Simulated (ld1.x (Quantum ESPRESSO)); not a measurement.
Varying the TM semilocal potential for B

Base potential:

* Element: B (Z = 5)
* Generator: ld1.x (Quantum ESPRESSO) 7.5
* Type: norm-conserving Troullier–Martins (semilocal form)
* Functional: LDA (PZ)
* Relativity: scalar-relativistic
* Frozen core: [He]
* Valence charge: 3
* Reference configuration: 2s1.75 2p1.25
* Partial waves: 2p (bound): rc 2.80 bohr; 2s (bound): rc 1.05 bohr
* Local potential: the s channel
* Core correction: a·sin(br)/r model core inside 0.55 bohr

All-electron outer shells of the reference configuration (LDA (PZ), scalar-relativistic, ld1.x):

```tsv
shell	level (eV)	outermost node (bohr)	outermost maximum (bohr)
1s	-178.93	–	0.21
2s	-9.51	0.46	1.52
2p	-3.84	–	1.55
```

Cutoffs, loose and tight: the cutoffs (Ry, on a coarse ladder) from which the occupation-weighted sum of valence levels, in a spherical-Bessel basis at the reference potential, stays within 10 and 1 mRy of its value at 400 Ry. They do not see the model core or the augmentation charge, which bear on the density cutoff. Test errors are all-electron minus pseudo excitation energies from the reference, over the configurations 2s2 2p1; 2s2 2p0; 2s1 2p0; 2s2 2p0.5; 2s0 2p3; 2s1 2p2; 2s2 2p1.3 (two spin-polarised tests are not counted in the largest error). A dash means not determined; rows that change the core or the reference have their own tests.

In the semilocal form every listed channel keeps its own potential, so the choice of the local channel does not act on these tests. It acts once the file is put into the separable form.

A semilocal file is local in each channel, so a ghost entry of none says nothing of the separable form that plane-wave codes build from it.

| change | outcome | cutoff, loose | cutoff, tight | bound ghosts | largest test error (meV) |
| --- | --- | --- | --- | --- | --- |
| base | generated | 40 Ry | 90 Ry | none | +255 |
| functional PBE | generated | 40 Ry | 80 Ry | none | +258 |
| type PAW, which also changes the form from semilocal to separable; waves now 2s (bound): rcut 0.90, rcutus 1.05 bohr; 2s channel at 3.5 Ry: rcut 0.90, rcutus 1.05 bohr; 2p (bound): rcut 2.45, rcutus 2.80 bohr; 2p channel at 0.05 Ry: rcut 2.45, rcutus 2.80 bohr; local potential all-electron potential smoothed inside 1.05 bohr (lloc = -1); augmentation PSQ, inside the norm-conserving radii | failed: new_paw_hamiltonian: negative rho | – | – | – | – |
| reference 2s1.5 2p0 | generated | 40 Ry | 90 Ry | none | +263 |
| core correction a·sin(br)/r model core inside 0.44 bohr | generated | 40 Ry | 90 Ry | none | +255 |
| wave 2s (bound): rc 1.05 bohr becomes 2s (bound): rc 1.12 bohr | generated | 21 Ry | 60 Ry | none | +253 |
| core correction a·sin(br)/r model core inside 0.94 bohr | generated | 40 Ry | 90 Ry | none | +266 |
| core correction a·sin(br)/r model core inside 1.04 bohr | generated | 40 Ry | 90 Ry | none | +274 |
| local potential the p channel | generated | 40 Ry | 90 Ry | none | +255 |

(1) What comes out with this change to the base: wave 2p (bound): rc 2.80 bohr becomes 2p (bound): rc 3.84 bohr?

(2) What comes out with this change to the base: all radii but the core radius scaled by about 1.34 (s 1.40, p 3.74 bohr)?

Results:

(1) outcome: generated; cutoff, loose: 40 Ry; cutoff, tight: 90 Ry; bound ghosts: none; largest test error (meV): +686.

(2) outcome: generated; cutoff, loose: 18 Ry; cutoff, tight: 50 Ry; bound ghosts: none; largest test error (meV): +634.
